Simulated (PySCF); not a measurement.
Ge: ionisation energy

Ge [Ar] 3d10 4s2 4p2 (3P) → Ge⁺ [Ar] 3d10 4s2 4p1 (2P), as a difference of total energies. Calculation: PySCF 2.14, in cc-pVDZ-DK (5s4p2d, 27 functions); scalar relativity by spin-free X2C-1e. Correlated levels: valence: [Ar] 3d10 frozen. The calculations carry no spin-orbit coupling.

```tsv
method	ionisation energy (eV)
UHF	7.403
M06-2X	7.734
M06-L	7.652
MP2 (valence)	7.645
SCS-MP2 (valence)	7.582
CCSD (valence)	7.665
CCSD(T) (valence)	7.672
```

Errors of the correlated levels include the incompleteness of this basis and the frozen core.

Task: Which method comes closest to the reference value, and which is furthest?

Result: The reference is 7.925 eV (measured; NIST levels, between the centres of gravity of the two terms). Closest: M06-2X (error -0.191 eV); furthest: UHF (error -0.522 eV).
